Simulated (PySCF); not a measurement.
## Sr³⁴⁺ (strontium, charge +34): Hartree-Fock from Schrödinger to Dirac-Coulomb-Breit

Occupied: 1s1/2, 2s1/2. Hartree-Fock calculated with PySCF 2.14 in an even-tempered Gaussian basis (19 s from 4.5 bohr⁻², ratio 2.3; 14 p from 5.4 bohr⁻², ratio 2.3), Gaussian nucleus throughout. NR is non-relativistic, sf-X2C the spin-free one-electron X2C Hamiltonian, X2C adds the bare one-electron spin-orbit term, X2C-SNSO screens it by Boettger's factors, DC is four-component Dirac-Coulomb, and the Gaunt and Breit terms are added at first order (total energies over the DC spinors, levels after relaxing the spinors in that mean field). QED terms are absent. Levels marked empty are virtual spinors of this ion.

| level (eV) | NR | sf-X2C | X2C | X2C-SNSO |
| --- | --- | --- | --- | --- |
| 1s1/2 | -18609.2 | -18959.3 | -18959.3 | -18959.3 |
| 2s1/2 | -4357.4 | -4461.0 | -4461.0 | -4461.0 |
| 2p1/2 (empty) | -4146.3 | -4184.6 | -4241.9 | -4238.8 |
| 2p3/2 (empty) | -4146.3 | -4184.6 | -4157.8 | -4159.2 |
| 3s1/2 (empty) | -1828.9 | -1863.0 | -1863.0 | -1863.0 |

Task: Where do the four-component calculations put these levels?

Result: 1s1/2: DC -18969.7, DC+Gaunt -18948.3, DC+Breit -18948.5; 2s1/2: DC -4462.0, DC+Gaunt -4459.7, DC+Breit -4459.9; 2p1/2 (empty): DC -4239.6, DC+Gaunt -4235.3, DC+Breit -4235.9; 2p3/2 (empty): DC -4159.4, DC+Gaunt -4156.9, DC+Breit -4157.5; 3s1/2 (empty): DC -1863.2, DC+Gaunt -1862.6, DC+Breit -1862.7 (eV).

```
Hamiltonian  E (hartree)  E − E(DC) (hartree)  CPU seconds
         NR   -1746.0888              36.0169         0.48
     sf-X2C   -1781.6756               0.4301         0.29
        X2C   -1781.6756               0.4301         0.29
   X2C-SNSO   -1781.6756               0.4301         0.29
         DC   -1782.1057               0.0000          5.8
   DC+Gaunt   -1781.2132               0.8925           10
   DC+Breit   -1781.2305               0.8752           84
```

Weight of the small component: 1s1/2 0.0193, 2s1/2 0.00446, 2p1/2 0.00437, 2p3/2 0.00428, 3s1/2 0.00184.

Koopmans' value for the highest occupied level at DC+Breit: 4459.9 eV, against an ionisation energy of 4465 ± 4 eV (semi-empirical (NIST evaluation); NIST Atomic Spectra Database, ionization energies); the former lacks relaxation, correlation, QED and recoil.

The whole ladder took 100 s of wall time on 1 thread of Neoverse-N1 (shared host), launched as `OMP_NUM_THREADS=1 python relrun2.py TASK.json OUT` (a driver that calls PySCF for each Hamiltonian).
